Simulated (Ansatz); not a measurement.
F2Y (SMILES [F][Y+][F]), charge +1, singlet, geometry from GFN2-xTB (such geometries of metal compounds can be far from the true shape) (the multiplicity is a formal guess) (core potentials on Y); Ansatz (a quantum-chemistry and plane-wave program) with B3LYP/def2-SVP.

Ansatz was given this input:
Ansatz 0.2 input:
```yaml
crystal:
  periodic: [false, false, false]
  atoms:
    - {symbol: Y, position_ang: [0.41674306, 0.24807225, 0.09704500]}
    - {symbol: F, position_ang: [-1.25593416, 0.46747881, -1.26336689]}
    - {symbol: F, position_ang: [-0.54995243, -1.54245858, 0.84283855]}
basis:
  gaussian:
    orbitals: def2-SVP
hamiltonian:
  xc: b3lyp
total_charge: 1
```

Q: Predict the main parts of the log of this Ansatz run.

A: 
```
Functional definition: B3LYP
618 factors; their error is unknown
mean field evaluation 1: about -6444.9213 eV, gradient 1.1e2 eV
mean field evaluation 2: about -5728.4980 eV, gradient 3.7e2 eV
mean field evaluation 4: about -6468.0240 eV, gradient 7.1e0 eV
mean field evaluation 8: about -6468.1146 eV, gradient 6.7e-2 eV
mean field evaluation 16: about -6468.1767 eV, gradient 9.8e-6 eV
mean field -6468.17670574 eV, -237.7011096483 hartree, gradient 9.8e-6 eV, S^2 0.000000; 0 other end points of the search recorded, 0 dependent functions left out
reference -6468.17696088 eV, -237.7011190246 hartree; 14, 14 occupied and 45, 45 virtual orbitals, 618 factors
Total energy: -6468.17696088 eV, -237.7011190246 hartree
```
